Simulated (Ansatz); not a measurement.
System: sum formula H2SiO3Cl, charge 0, multiplicity 2. It need not be the lowest isomer of its formula. SMILES: O[Si](O)([O])Cl
Coordinates optimised at B3LYP-D3(BJ)/def2-TZVP (Ansatz, a program for electronic structure):
```xyz
7

Si    -0.0962    -0.1320    -0.3605
Cl     0.4061     0.5507     1.5171
O     -0.6465     1.3154    -0.9294
O      1.1583    -0.7615    -1.1671
O     -1.1888    -1.3263    -0.3339
H      1.9090    -0.1913    -1.3530
H     -2.0495    -1.1438     0.0523
```
Charge 0, spin multiplicity 2.

Computed values are from Ansatz. Correlated levels leave the core frozen unless marked. Open shells are spin-unrestricted. Spin-orbit coupling is left out. No relativistic terms. CBS(X,Y): correlation extrapolated as X^-3; Hartree-Fock from the larger set (for Q and 5 zeta extrapolated as (X+1)exp(-9√X)).

Q: What is the T1 diagnostic at CCSD/cc-pV(5+d)Z?

A: 0.015.

Q: What is the dipole moment at CCSD(T)/aug-cc-pV(D+d)Z?

A: 0.02 D.

Q: What is the total energy at CCSD(T)/CBS(cc-pV(Q+d)Z,cc-pV(5+d)Z)?

A: -975.6963 Eh.

Q: What is the atomisation energy De at CCSD(T)/CBS(cc-pV(Q+d)Z,cc-pV(5+d)Z)?

A: 648.0 kcal/mol.
